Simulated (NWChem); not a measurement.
System: CH3BeI; SMILES [I][Be][CH3]

The following NWChem deck was run.

```
start job
memory heap 200 mb stack 900 mb global 1100 mb
geometry units angstroms noautoz
  Be    -0.000363    -1.557666     0.001020
  I      0.001540     0.625846     0.000801
  C     -0.000831    -3.229128    -0.002758
  H     -0.784734    -3.639232    -0.663739
  H     -0.179596    -3.646306     1.003930
  H      0.962033    -3.640284    -0.354071
end
basis spherical
  * library def2-tzvp
end
ecp
  I library def2-ecp
end
dft
  xc scan
  iterations 150
  mulliken
end
task dft energy
```

Excerpt of the output:

```
             Northwest Computational Chemistry Package (NWChem) 7.3.0
             --------------------------------------------------------

 C1  symmetry detected

                             Geometry "geometry" -> ""
                             -------------------------

 Output coordinates in angstroms (scale by  1.889725989 to convert to a.u.)

  No.       Tag          Charge          X              Y              Z
 ---- ---------------- ---------- -------------- -------------- --------------
    1 Be                   4.0000    -0.00207493    -1.50673492     0.00022041
    2 I                   53.0000     0.00000464     0.67677691     0.00000050
    3 C                    6.0000     0.00037916    -3.17819944    -0.00003035
    4 H                    1.0000     0.35346085    -3.58935356    -0.96225211
    5 H                    1.0000    -1.00702843    -3.59465702     0.17634472
    6 H                    1.0000     0.65934665    -3.58902958     0.78518147

 Effective nuclear repulsion energy (a.u.)     134.0541372425

                                 NWChem DFT Module
                                 -----------------

 Summary of "ao basis" -> "ao basis" (spherical)
 ------------------------------------------------------------------------------
       Tag                 Description            Shells   Functions and Types
 ---------------- ------------------------------  ------  ---------------------
 Be                        def2-tzvp                 9       19   5s3p1d
 I                         def2-tzvp                16       50   6s5p3d2f
 C                         def2-tzvp                11       31   5s3p2d1f
 H                         def2-tzvp                 4        6   3s1p

            General Information
            -------------------
          SCF calculation type: DFT
          Wavefunction type:  closed shell.
          No. of atoms     :     6
          No. of electrons :    38
           Alpha electrons :    19
            Beta electrons :    19
          Charge           :     0
          Spin multiplicity:     1
          Use of symmetry is: off; symmetry adaption is: off
          Maximum number of iterations: 150
          AO basis - number of functions:   118
                     number of shells:    48
          Convergence on energy requested:  1.00D-06
          Convergence on density requested:  1.00D-05
          Convergence on gradient requested:  5.00D-04

              XC Information
              --------------
                         SCAN Method XC Functional
                  SCAN metaGGA Exchange Functional  1.000
                        SCAN Correlation Potential  1.000

             Grid Information
             ----------------
          Grid used for XC integration:  medium
          Radial quadrature: Mura-Knowles
          Angular quadrature: Lebedev.
          Tag              B.-S. Rad. Rad. Pts. Rad. Cut. Ang. Pts.
          ---              ---------- --------- --------- ---------
          Be                  1.05       49          10.0       434
          I                   1.40      123          12.0       590
          C                   0.70       49          12.0       434
          H                   0.35       45          12.0       434
          Grid pruning is: on
          Number of quadrature shells:   356
          Spatial weights used:  Erf1

      Superposition of Atomic Density Guess
      -------------------------------------

 Sum of atomic energies:        -400.90516725

      Non-variational initial energy
      ------------------------------

 Total energy =    -351.414014
 1-e energy   =    -734.506557
 2-e energy   =     309.371162
 HOMO         =      -0.367483
 LUMO         =      -0.000386

     ---------------------------------------------
      Total Density - Mulliken Population Analysis
     ---------------------------------------------

    Atom       Charge   Shell Charges
 -----------   ------   -------------------------------------------------------
    1 Be   4     3.53   1.02  0.96  0.48  0.40  0.01  0.52  0.00  0.04  0.09
    2 I   25    25.28   0.19 -0.77  1.58  1.01  1.10  0.79 -0.49  6.45  1.40  2.93  1.09  9.22  0.76  0.03  0.00  0.00
    3 C    6     6.74   0.86  1.12  0.56  0.69  0.05  1.33  1.60  0.52  0.01  0.01  0.00
    4 H    1     0.82   0.23  0.43  0.13  0.02
    5 H    1     0.82   0.23  0.43  0.13  0.02
    6 H    1     0.82   0.23  0.43  0.13  0.02

   convergence    iter        energy       DeltaE   RMS-Dens  Diis-err
 ---------------- ----- ----------------- --------- --------- ---------
 d= 0,ls=0.0,diis     1   -352.4811176509 -4.26D+02  6.61D-03  3.11D-01
 d= 0,ls=0.0,diis     2   -352.4956695828 -1.46D-02  3.16D-03  1.57D-01
 d= 0,ls=0.0,diis     3   -352.5086170440 -1.29D-02  1.23D-03  6.76D-02
 d= 0,ls=0.0,diis     4   -352.5156602032 -7.04D-03  1.95D-04  1.41D-03
 d= 0,ls=0.0,diis     5   -352.5157988239 -1.39D-04  8.23D-05  1.45D-04
  Resetting Diis
 d= 0,ls=0.0,diis     6   -352.5158185761 -1.98D-05  2.37D-05  7.38D-06
 d= 0,ls=0.0,diis     7   -352.5158199375 -1.36D-06  8.82D-06  2.37D-07
 d= 0,ls=0.0,diis     8   -352.5158199079  2.96D-08  4.92D-06  4.66D-07

         Total DFT energy =     -352.515819907893
      One electron energy =     -737.348476099290
           Coulomb energy =      342.851036814312
    Exchange-Corr. energy =      -31.739762082739
 Nuclear repulsion energy =       73.721381459824

 Numeric. integr. density =       37.999998151417

                       DFT Final Molecular Orbital Analysis
                       ------------------------------------

 Vector   17  Occ=2.000000D+00  E=-2.855367D-01
              MO Center= -2.7D-04, -2.4D+00,  6.2D-05, r^2= 2.8D+00
   Bfn.  Coefficient  Atom+Function         Bfn.  Coefficient  Atom+Function
  ----- ------------  ---------------      ----- ------------  ---------------
     7      0.350582  1 Be py                76      0.321417  3 C  py
    79      0.257819  3 C  py                30     -0.173403  2 I  py
     4      0.169643  1 Be s                 36      0.168307  2 I  py
    33      0.148920  2 I  py                 3      0.138664  1 Be s
    82      0.133448  3 C  py                74     -0.109495  3 C  s

 Vector   18  Occ=2.000000D+00  E=-2.604365D-01
              MO Center= -1.5D-03,  5.2D-01,  1.6D-04, r^2= 2.2D+00
   Bfn.  Coefficient  Atom+Function         Bfn.  Coefficient  Atom+Function
  ----- ------------  ---------------      ----- ------------  ---------------
    35      0.516925  2 I  px                29     -0.437698  2 I  px
    32      0.351910  2 I  px                38      0.241336  2 I  px
    37     -0.109709  2 I  pz                 6     -0.101658  1 Be px
    31      0.092894  2 I  pz                34     -0.074687  2 I  pz
    26     -0.055626  2 I  px                40     -0.051219  2 I  pz

 Vector   19  Occ=2.000000D+00  E=-2.604343D-01
              MO Center=  1.1D-03,  5.2D-01, -1.3D-04, r^2= 2.2D+00
   Bfn.  Coefficient  Atom+Function         Bfn.  Coefficient  Atom+Function
  ----- ------------  ---------------      ----- ------------  ---------------
    37      0.516935  2 I  pz                31     -0.437701  2 I  pz
    34      0.351911  2 I  pz                40      0.241325  2 I  pz
    35      0.109711  2 I  px                 8     -0.101644  1 Be pz
    29     -0.092895  2 I  px                32      0.074687  2 I  px
    28     -0.055627  2 I  pz                38      0.051218  2 I  px

 Vector   20  Occ=0.000000D+00  E=-2.648717D-02
              MO Center= -2.0D-03, -1.2D+00,  1.3D-04, r^2= 4.0D+00
   Bfn.  Coefficient  Atom+Function         Bfn.  Coefficient  Atom+Function
  ----- ------------  ---------------      ----- ------------  ---------------
    12      0.622416  1 Be px                 6     -0.525987  1 Be px
    38     -0.280487  2 I  px               109      0.277554  5 H  s
    35     -0.152833  2 I  px                29      0.139916  2 I  px
   115     -0.139575  6 H  s                103     -0.138297  4 H  s
    51     -0.134450  2 I  d -2              32     -0.132630  2 I  px

 Vector   21  Occ=0.000000D+00  E=-2.643264D-02
              MO Center= -1.2D-02, -1.2D+00,  8.1D-04, r^2= 4.0D+00
   Bfn.  Coefficient  Atom+Function         Bfn.  Coefficient  Atom+Function
  ----- ------------  ---------------      ----- ------------  ---------------
    14      0.622935  1 Be pz                 8     -0.526042  1 Be pz
    40     -0.280680  2 I  pz               103      0.240765  4 H  s
   115     -0.240024  6 H  s                 37     -0.152796  2 I  pz
    31      0.139918  2 I  pz                52     -0.134496  2 I  d -1
    34     -0.132645  2 I  pz                12      0.107347  1 Be px

 Vector   22  Occ=0.000000D+00  E=-1.074793D-02
              MO Center=  9.0D-03, -1.3D+00, -4.3D-04, r^2= 8.5D+00
   Bfn.  Coefficient  Atom+Function         Bfn.  Coefficient  Atom+Function
  ----- ------------  ---------------      ----- ------------  ---------------
     5      1.329456  1 Be s                 24     -0.334309  2 I  s
     4     -0.321856  1 Be s                 39      0.236727  2 I  py
     3      0.211009  1 Be s                 73     -0.207403  3 C  s
    74     -0.200947  3 C  s                 22      0.175112  2 I  s
    19      0.158745  1 Be d  2              25     -0.159417  2 I  s

     ---------------------------------------------
      Total Density - Mulliken Population Analysis
     ---------------------------------------------

    Atom       Charge   Shell Charges
 -----------   ------   -------------------------------------------------------
    1 Be   4     3.79   1.02  0.95  0.43  0.34 -0.02  0.84  0.01  0.07  0.15
    2 I   25    25.13   0.19 -0.79  1.64  0.97  1.16  0.74 -0.49  6.45  1.45  2.75  1.04  9.16  0.82  0.03  0.00  0.00
    3 C    6     6.41   0.85  1.12  0.50  0.68  0.02  1.31  1.39  0.53  0.01  0.00  0.00
    4 H    1     0.89   0.26  0.48  0.12  0.03
    5 H    1     0.89   0.26  0.48  0.12  0.03
    6 H    1     0.89   0.26  0.48  0.12  0.03

     -------------------------------------------
      Total Density - Lowdin Population Analysis
     -------------------------------------------

    Atom       Charge   Shell Charges
 -----------   ------   -------------------------------------------------------
    1 Be   4     4.20   1.03  0.93  0.33  0.25  0.10  0.70  0.01  0.42  0.45
    2 I   25    24.71   0.00  0.01  0.90  1.06  0.86  0.75  0.16  5.39  1.78  2.46  1.31  8.53  1.42  0.08  0.00  0.00
    3 C    6     6.50   0.91  1.04  0.38  0.38  0.19  1.15  1.54  0.80  0.01  0.10  0.01
    4 H    1     0.86   0.25  0.39  0.16  0.07
    5 H    1     0.86   0.25  0.39  0.16  0.07
    6 H    1     0.86   0.25  0.39  0.16  0.07

     Multipole analysis of the density
     ---------------------------------

     L   x y z        total         alpha         beta         nuclear
     -   - - -        -----         -----         ----         -------
     0   0 0 0      0.000000    -19.000000    -19.000000     38.000000

     1   1 0 0     -0.000854     -0.000304     -0.000304     -0.000245
     1   0 1 0     -0.391658     17.709092     17.709092    -35.809842
     1   0 0 1      0.000021      0.000024      0.000024     -0.000026

     2   2 0 0    -29.354305    -17.487217    -17.487217      5.620130
     2   1 1 0      0.005339      0.020231      0.020231     -0.035122
     2   1 0 1     -0.000027     -0.000018     -0.000018      0.000008
     2   0 2 0    -29.149510   -228.523533   -228.523533    427.897556
     2   0 1 1     -0.000186     -0.002206     -0.002206      0.004227
     2   0 0 2    -29.354616    -17.486908    -17.486908      5.619201
```

Level: SCAN/def2-TZVP with def2 effective core potentials on I. Coordinates come from a PBE0/def2-SVP optimisation. def2 effective core potentials on I; no spin-orbit coupling.
